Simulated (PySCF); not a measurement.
Job file and geometry (Å, from GFN2-xTB) of a spin–spin coupling run on `CCCB(F)Br`, C₃H₇BBrF, PySCF, B3LYP/pcJ-1 Br:pcSseg-1 indirect spin-spin coupling, non-relativistic, gas phase; density fitting, a coarse starting grid and PySCF grid level 2 are the driver's defaults:

```
$ OMP_NUM_THREADS=1 python probes_run.py task.json out

{"job": {"kind": "j", "xc": "B3LYP", "basis": "pcJ-1"}, "charge": 0, "multiplicity": 1}
C     -1.357445     0.765484     0.180978
C     -0.281943     0.383183    -0.829101
C      0.505722    -0.857216    -0.380124
B      1.433321    -0.672561     0.884376
F      1.730242    -1.701752     1.651234
Br     2.242270     0.953820     1.363429
H     -0.915524     1.016070     1.143184
H     -2.054226    -0.057576     0.327220
H     -1.914972     1.630082    -0.169667
H      0.402936     1.223373    -0.964884
H     -0.752574     0.178527    -1.792742
H      1.147056    -1.174246    -1.212726
H     -0.189252    -1.686702    -0.218905
```

Problem. Write the output of this run.

Solution. 
```
coarse grid: 50656 points
cycle   1  E = -2817.1842379012  dE = -7.224e-01  |g| = 9.338e-01  |ddm| = 2.912e+00
cycle   2  E = -2817.1185997328  dE =  6.564e-02  |g| = 9.781e-01  |ddm| = 9.678e-01
cycle   3  E = -2817.2582126332  dE = -1.396e-01  |g| = 2.540e-01  |ddm| = 6.976e-01
cycle   4  E = -2817.2665919476  dE = -8.379e-03  |g| = 6.421e-02  |ddm| = 1.596e-01
cycle   5  E = -2817.2672971712  dE = -7.052e-04  |g| = 1.483e-02  |ddm| = 5.043e-02
cycle   6  E = -2817.2673439191  dE = -4.675e-05  |g| = 2.253e-03  |ddm| = 1.224e-02
cycle   7  E = -2817.2673449165  dE = -9.974e-07  |g| = 9.520e-04  |ddm| = 2.660e-03
final grid: 107120 points
cycle   8  E = -2817.2672961324  dE =  6.444e-08  |g| = 1.214e-03  |ddm| = 2.520e-03
cycle   9  E = -2817.2672958378  dE =  2.946e-07  |g| = 1.612e-03  |ddm| = 2.506e-03
cycle  10  E = -2817.2672965187  dE = -6.809e-07  |g| = 1.016e-04  |ddm| = 1.485e-03
cycle  11  E = -2817.2672965205  dE = -1.849e-09  |g| = 9.217e-06  |ddm| = 8.435e-05
cycle  12  E = -2817.2672965205  dE = -2.365e-11  |g| = 6.657e-06  |ddm| = 1.393e-05
converged SCF energy = -2817.2672965205

Indirect spin-spin couplings (Hz)
  i      j    bonds     total        FC       PSO       DSO        SD
  0 C    1 C    1     34.090    34.153    -0.257     0.194         -
  0 C    2 C    2     -0.058     0.126    -0.214     0.029         -
  0 C    3 B    3      1.104     1.049    -0.026     0.093    -0.012
  0 C    4 F    4     -0.363    -0.387     0.116    -0.092    -0.000
  0 C    6 H    1    131.547   129.622     1.159     0.766         -
  0 C    7 H    1    131.514   129.619     1.210     0.686         -
  0 C    8 H    1    131.364   129.491     1.222     0.650         -
  0 C    9 H    2     -3.442    -3.532     0.184    -0.094         -
  0 C   10 H    2     -3.135    -3.152     0.184    -0.167         -
  0 C   11 H    3     11.377    11.392     0.371    -0.386         -
  0 C   12 H    3      3.838     3.787    -0.035     0.086         -
  1 C    2 C    1     32.976    32.919    -0.176     0.233         -
  1 C    3 B    2     -0.846    -0.767    -0.165     0.127    -0.041
  1 C    4 F    3      4.051     4.776    -0.408    -0.190    -0.127
  1 C    6 H    2     -3.805    -3.931     0.190    -0.064         -
  1 C    7 H    2     -3.925    -4.004     0.209    -0.130         -
  1 C    8 H    2     -2.832    -2.892     0.203    -0.142         -
  1 C    9 H    1    135.619   133.846     0.786     0.987         -
  1 C   10 H    1    135.228   133.450     0.902     0.876         -
  1 C   11 H    2     -5.059    -5.174     0.131    -0.016         -
  1 C   12 H    2     -3.321    -3.482     0.196    -0.036         -
  2 C    3 B    1     76.450    77.693    -1.954     0.437     0.274
  2 C    4 F    2     18.728    25.843    -7.566     0.055     0.396
  2 C    6 H    3      2.715     2.655    -0.069     0.129         -
  2 C    7 H    3      3.498     3.424    -0.031     0.105         -
  2 C    8 H    3     13.053    13.053     0.368    -0.369         -
  2 C    9 H    2     -2.729    -2.926     0.171     0.025         -
  2 C   10 H    2     -3.054    -3.094     0.106    -0.066         -
  2 C   11 H    1    119.262   116.829     1.482     0.951         -
  2 C   12 H    1    128.424   126.249     1.219     0.956         -
  3 B    4 F    1   -177.959  -114.357   -63.386     1.191    -1.407
  3 B    8 H    4     -0.223    -0.290     0.234    -0.162    -0.005
  3 B    9 H    3      4.422     4.388    -0.415     0.450    -0.002
  3 B   10 H    3     13.035    12.817     0.407    -0.227     0.038
  3 B   11 H    2     -5.155    -5.728    -0.096     0.450     0.219
  3 B   12 H    2     -4.798    -4.945    -0.258     0.334     0.071
  4 F    6 H    5      0.767     0.501     0.122     0.078     0.066
  4 F    7 H    5      0.258     0.085     0.357    -0.181    -0.003
  4 F    8 H    5      0.755     0.826     0.925    -0.991    -0.004
  4 F    9 H    4     -2.501    -1.210    -0.137    -1.036    -0.117
  4 F   10 H    4      5.241     5.031     1.141    -1.104     0.173
  4 F   11 H    3      3.127     2.362     0.475    -0.401     0.691
  4 F   12 H    3      5.349     7.142    -2.026     0.365    -0.132
  6 H    7 H    2    -12.489   -12.844     2.613    -2.257         -
  6 H    8 H    2    -13.836   -14.181     2.673    -2.328         -
  6 H    9 H    3      4.715     4.441     0.203     0.072         -
  6 H   10 H    3     15.847    15.768     2.712    -2.634         -
  6 H   11 H    4     -0.160    -0.213     1.518    -1.465         -
  7 H    8 H    2    -13.397   -13.602     2.803    -2.598         -
  7 H    9 H    3     15.337    15.235     2.707    -2.605         -
  7 H   10 H    3      4.221     4.232     0.440    -0.451         -
  8 H    9 H    3      3.704     3.573     0.318    -0.187         -
  8 H   10 H    3      3.857     3.872     0.354    -0.369         -
  8 H   11 H    4      2.532     2.485     1.617    -1.571         -
  9 H   10 H    2    -13.024   -13.438     2.315    -1.902         -
  9 H   11 H    3      2.697     2.451     0.314    -0.068         -
  9 H   12 H    3     14.216    14.046     2.610    -2.440         -
 10 H   11 H    3      6.258     6.171    -0.095     0.182         -
 10 H   12 H    3      3.150     3.107     0.302    -0.259         -
 11 H   12 H    2    -19.120   -19.588     2.073    -1.605         -
```

Size and cost of the density-fitted run: 246 basis functions, 73 s wall time on 1 thread of an Arm Neoverse V1, shared host; peak memory 0.98 GiB.
